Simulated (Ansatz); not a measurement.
Consider the ligand exchange at the Si–O bond: `O[SiH](O)O[Si](O)(F)F` + H₂S → `O[SiH](O)S` + `O[Si](O)(F)F`.

Calculated with Ansatz (gas phase, PBE0-D4/def2-TZVP geometries, no zero-point term in ΔE). CCSD(T)/CBS adds triple-zeta CCSD(T) − MP2 to the extrapolated MP2 energy (def2 sets, frozen cores). This one scheme is used for every species. Functionals use def2-TZVPP. Each species was taken in one conformer, which may not be the lowest.

`O[SiH](O)O[Si](O)(F)F`:

Z-matrix (Å, degrees):
```
Si
O 1 1.630
O 1 1.651 2 107.9
O 1 1.622 2 110.0 3 -121.4
H 1 1.469 2 113.9 3 119.5
H 2 0.962 1 116.7 3 -22.0
Si 3 1.592 1 141.1 2 11.7
H 4 0.959 1 118.4 2 41.2
F 7 1.576 3 111.2 1 125.2
O 7 1.626 3 107.7 1 3.9
F 7 1.577 3 111.2 1 -117.3
H 10 0.958 7 119.9 3 178.8
```

H₂S:

Z-matrix (Å, degrees):
```
S
H 1 1.341
H 1 1.341 2 92.3
```

`O[SiH](O)S`:

Cartesian coordinates in Å:
```
O -1.162 0.612 -0.668
Si -0.219 -0.078 0.485
O 0.735 1.112 1.061
S 0.814 -1.762 -0.329
H -1.580 0.015 -1.291
H -0.963 -0.628 1.634
H 1.009 1.796 0.448
H 1.365 -1.066 -1.340
```

`O[Si](O)(F)F`:

```xyz
7

O    -0.490    1.338    0.511
Si    0.003   -0.035   -0.168
O     0.467   -1.018    1.018
F    -1.136   -0.720   -1.029
F     1.170    0.255   -1.197
H    -0.464    2.144   -0.004
H     0.451   -1.964    0.869
```

```
                species  PBE-D4 energy (Eh)
`O[SiH](O)O[Si](O)(F)F`         -1081.84602
                    H₂S          -399.22838
           `O[SiH](O)S`          -840.28881
         `O[Si](O)(F)F`          -640.76102
```

(1) Work out ΔE.

Largest T1 diagnostic among the species: 0.012.

Answers

(1) ΔE = (-840.28881) + (-640.76102) − (-1081.84602) − (-399.22838) = 0.02457 Eh = +64.5 kJ/mol. CCSD(T)/CBS gives +80.7 kJ/mol.

In def2-TZVPP, CCSD(T) changes the Hartree–Fock value by −10.3 kJ/mol (the triples alone add −2.6 kJ/mol) and MP2 by −14.8 kJ/mol. The D4 term adds +6.0 kJ/mol with B3LYP and +3.8 kJ/mol with PBE0; it sums over pairs of atoms, weighted by their polarisabilities, and B3LYP, whose exchange is more repulsive, gets the larger term. From PBE to PBE0 (25 % exact exchange), in def2-TZVPP and without D4, ΔE moves by +6.4 kJ/mol.

B3LYP here is the variant with VWN-RPA as its local correlation; programs differ in this.
